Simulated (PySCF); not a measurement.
Species: C9H10FN.
Atom-mapped SMILES: `[CH3:1]/[CH:2]=[C:3](/[CH3:4])[c:5]1[n:6][cH:7][cH:8][cH:9][c:10]1[F:11]` (hydrogens: H12, H13, H14 on C1; H15 on C2; H16, H17, H18 on C4; H19 on C7; H20 on C8; H21 on C9)

Level of theory: PBE0-D3(BJ)/def2-SVP geometry optimisation, gas phase (PySCF 2.14.0).

Task: Give the optimised bond lengths and angles.

Result: 
| bond | length (Å) | order |
| --- | --- | --- |
| C1–C2 | 1.491 | single |
| C2=C3 | 1.344 | double |
| C3–C4 | 1.500 | single |
| C3–C5 | 1.484 | single |
| C5–N6 | 1.337 | aromatic |
| N6–C7 | 1.326 | aromatic |
| C7–C8 | 1.395 | aromatic |
| C8–C9 | 1.390 | aromatic |
| C9–C10 | 1.387 | aromatic |
| C10–F11 | 1.330 | single |
| C5–C10 | 1.404 | aromatic |
| C1–H12, C1–H13, C1–H14 | 1.101 | single |
| C2–H15 | 1.097 | single |
| C4–H16, C4–H17, C4–H18 | 1.101 | single |
| C7–H19 | 1.096 | single |
| C8–H20 | 1.092 | single |
| C9–H21 | 1.092 | single |

Bonds in one row agree within 0.01 Å and their mean is given. Orders are formal, as drawn. A selection of angles:
| angle | degrees |
| --- | --- |
| C1–C2–C3 | 128.0 |
| C2–C3–C4 | 122.3 |
| C2–C3–C5 | 122.9 |
| C4–C3–C5 | 114.8 |
| C3–C5–N6 | 117.5 |
| C3–C5–C10 | 122.7 |
| N6–C5–C10 | 119.7 |
| C5–N6–C7 | 120.0 |
| N6–C7–C8 | 123.2 |
| C7–C8–C9 | 118.1 |
| C8–C9–C10 | 118.0 |
| C9–C10–F11 | 118.8 |
| C5–C10–C9 | 120.9 |
| C5–C10–F11 | 120.3 |

Dihedral angles: C1–C2–C3–C4 175° (antiperiplanar); C2–C3–C5–N6 131° (anticlinal). The mirror-image conformer, all signs reversed, is as good.

Of the pairs four or more bonds apart, C1···F11 is among the closest relative to their van der Waals radii: 2.90 Å, 91 % of the sum of Bondi's values. The 6-membered ring C5–N6–C7–C8–C9–C10 has internal angles of 118.0° to 123.2°; it is planar, 0.01 Å rms from its mean plane, widest ring torsion 3°. The C–C distances run from 1.344 Å (C2=C3, drawn double) to 1.500 Å (C3–C4, drawn single), a spread of 0.156 Å.

Point group: C1 (no symmetry element, even within 0.4 Å). Whether it is a minimum is left open (no frequencies). One conformer, not necessarily the lowest.
